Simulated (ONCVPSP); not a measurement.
## Al: excitation energies, all-electron against ONCV

```
Element                 : Al
Generator               : ONCVPSP 4.0.1
Type                    : optimised norm-conserving Vanderbilt (ONCV)
Functional              : PBE
Relativity              : scalar-relativistic
Frozen core             : [Ne]
Valence charge          : 3
Reference configuration : 3s2 3p1
Partial waves           : 3s: rc 1.65 bohr, ncon 3, nbas 7, qcut 4.5 1/bohr, 2 projectors, debl 2.9 Ha; 3p: rc 2.20 bohr, ncon 3, nbas 6, qcut 3.8 1/bohr, 1 projector; d scattering state at 0.35 Ha: rc 2.30 bohr, ncon 4, nbas 8, qcut 4.3 1/bohr, 1 projector
Local potential         : polynomial inside 1.20 bohr (lpopt 3, dvloc0 0 Ha)
Core correction         : none
```

Energies are relative to the spin-unpolarised reference configuration 3s2 3p1; without spin polarisation the order of configurations can differ from experiment.

```json
{"valence configuration": "3s2 3p0", "charge": "+1", "ΔE all-electron (eV)": "5.761", "error AE − PS (meV)": "-3.8"}
{"valence configuration": "3s1 3p0", "charge": "+2", "ΔE all-electron (eV)": "24.987", "error AE − PS (meV)": "+17"}
```

What are ΔE and the potential's error for 3s2 3p0.5?

ΔE = 2.086 eV all-electron; the error (AE − PS) is -0.6 meV.

What are ΔE and the potential's error for 3s0 3p3?

ΔE = 10.451 eV all-electron; the error (AE − PS) is +30 meV.

Levels in the configuration 3s2 3p0:

```csv
level,all-electron (eV),pseudo (eV)
3s,-14.811,-14.818
```

Note: no bound ghost flagged; GHOST(+) flagged for s at 124.8 eV.
